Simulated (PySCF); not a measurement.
A structure optimised at PBE0-D3(BJ)/def2-SVP, used in a PySCF frequency run:

```xyz
6

Ga     0.0000     0.0000     0.0026
Cl     0.0000     0.0000    -2.1365
S      0.0000    -1.9553     0.9927
H      0.0000    -1.4284     2.2375
S      0.0000     1.9553     0.9927
H      0.0000     1.4284     2.2375
```
Charge 0, spin multiplicity 1.

Write its SMILES, formula and point group.

[SH][Ga]([SH])[Cl], ClGaH2S2, C2v

What are its rotational constants (standard atomic weights)?

2.1526, 2.0276, 1.0441 GHz
